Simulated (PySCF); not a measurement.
**From computed data to an observable: dipole moment from atomic charges**

GeHCl₃, SMILES [Cl][GeH]([Cl])[Cl]. Atoms are numbered in the order given.

```xyz
5

Ge     0.0000     0.0000     0.4373
Cl    -1.7473    -1.0088    -0.3130
Cl     0.0000     2.0176    -0.3130
Cl     1.7473    -1.0088    -0.3130
H      0.0000     0.0000     1.9667
```
Charge 0, spin multiplicity 1.

Geometry: B3LYP-D3(BJ)/def2-SVP. The isomer is the one that the SMILES or the coordinates give; other isomers of the formula were not compared.

Charges (e) from r2SCAN/def2-TZVP in PySCF:

```csv
atom,Mulliken,ESP fit
Ge1,0.721,0.013
Cl2,-0.267,-0.049
Cl3,-0.267,-0.049
Cl4,-0.267,-0.049
H5,0.080,0.134
```

The dipole moment of the full density is 1.50 D.

What dipole moment does each set of point charges give, and which comes closer to that of the density?


μ = Σ q r, and 1 e Å = 4.8032 D.
Mulliken: Σ q r = (0.000, 0.000, 0.723) e Å, |μ| = 3.47 D.
ESP fit: Σ q r = (0.000, 0.000, 0.315) e Å, |μ| = 1.51 D.
ESP fit comes closer in size. Point charges leave out the atoms' own dipoles (lone pairs, polarised bonds); fits to the potential absorb them, partitions of the density don't.
